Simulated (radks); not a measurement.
Results of a calculation; reference values are marked as such.
Question: Excited configurations of neutral aluminium: one electron is placed in a higher orbital outside [Ne] 3s2. The ground configuration is [Ne] 3s2 3p1. Level of theory: scalar-relativistic Kohn-Sham, PBEsol, spin-unpolarised, spherical densities, point nucleus (a radial shooting solver on a logarithmic mesh with Libxc functionals). Excitation = E - E(ground); binding = E(ion) - E, where the ion is the core of charge +1; n* = 1/sqrt(2 binding) in atomic units, and the quantum defect is n - n*.

| outer orbital | excitation (eV) | binding (eV) | n* | quantum defect | eigenvalue (eV) | <r> (bohr) |
|---|---|---|---|---|---|---|
| 4p | 3.723 | 2.013 | 2.600 | 1.400 | -1.110 | 9.709 |
| 6s | 4.865 | 0.871 | 3.951 | 2.049 | -0.556 | 25.36 |
| 6d | 5.217 | 0.519 | 5.120 | 0.880 | -0.332 | 40.63 |
| 7d | 5.354 | 0.382 | 5.965 | 1.035 | -0.255 | 57.44 |

Estimate the row for 6f.

Answer: excitation (eV) 5.288; binding (eV) 0.448; n* 5.510; quantum defect 0.490; eigenvalue (eV) -0.280; <r> (bohr) 44.51. The Delta-SCF ionisation energy is 5.736 eV (NIST Atomic Spectra Database: 5.986 eV, measured). Self-interaction in the functional shifts the binding energies and quantum defects, so they are the method's values and not measured ones. Spin polarisation and multiplet splitting are left out, so open shells lie too high by an amount that depends on their filling.

Beside tabulated values, note that spin-unpolarised runs miss the spin-polarisation part of the exchange energy of open shells.
